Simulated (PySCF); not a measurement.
- shielding tensors at PBE0/pcSseg-1 (GIAO)
- geometry: GFN2-xTB
- code: PySCF 2.14.0 with density-fitted response routines
- equivalent nuclei averaged, no relativistic terms, isolated molecule, one computed conformer

Chemical shifts δ = σref − σ; ¹H and ¹³C against TMS, all at this level. Shifts are as computed. Against solution values, carbons near 30 ppm lie about +3 ppm off and those near 130 ppm about +5 ppm; carbons on Cl a further +6 ppm. Of 1309 compounds with measured shifts, 239 miss one by over three times the rms of a fit or turn the order of signals round; such compounds aren't used in these exercises. Carbons bonded to Cl come out too deshielded. OH and NH positions are gas-phase values without hydrogen bonding to other molecules.

Question: Order these molecules by the shift of their most deshielded carbon, lowest δ first.
A. C=CC(=C)C(Cl)(Cl)Cl
B. C[C@@]12C[C@H](OC(F)F)C[C@@H]1O2
C. Cc1occc1[SiH2]O

Answer: B (127.1 ppm, sp3 CH bonded to 2 F and O), A (154.2 ppm, fully substituted alkene carbon), C (165.7 ppm, substituted aromatic carbon next to the ring oxygen).

Question: How many ¹³C and ¹H signals does each give (equivalence by symmetry and fast rotation, but not about amide C–N or C=N bonds)? `C[C@@]12C[C@H](OC(F)F)C[C@@H]1O2`, `FC(F)O[C@@H]1CCC[C@H]2O[C@@H]12`, `C=CC(=C)C(Cl)(Cl)Cl`, `Cc1occc1[SiH2]O`

Answer: C[C@@]12C[C@H](OC(F)F)C[C@@H]1O2: 7 C, 8 H; FC(F)O[C@@H]1CCC[C@H]2O[C@@H]12: 7 C, 10 H; C=CC(=C)C(Cl)(Cl)Cl: 5 C, 5 H; Cc1occc1[SiH2]O: 5 C, 5 H.
